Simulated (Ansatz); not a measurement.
Calculated with Ansatz (gas phase, PBE0-D4/def2-TZVP geometries, no zero-point term in ΔE). CCSD(T)/CBS adds triple-zeta CCSD(T) − MP2 to the extrapolated MP2 energy (def2 sets, frozen cores). This one scheme is used for every species. One conformer a species, not always the lowest.

Reaction (ligand exchange at the Al–O bond): `[CH3][AlH][O][SiH2]C` + `O[SiH2]O` → `[CH3][AlH][O][SiH2]O` + `C[SiH2]O`

```csv
species,CCSD(T)/CBS(def2) energy (Eh)
`[CH3][AlH][O][SiH2]C`,-687.91022
`O[SiH2]O`,-441.92975
`[CH3][AlH][O][SiH2]O`,-723.86989
`C[SiH2]O`,-405.96945
```

(1) Work out ΔE.

Largest T1 diagnostic among the species: 0.012.

## Answers

(1) ΔE = (-723.86989) + (-405.96945) − (-687.91022) − (-441.92975) = 0.00063 Eh = +1.7 kJ/mol.
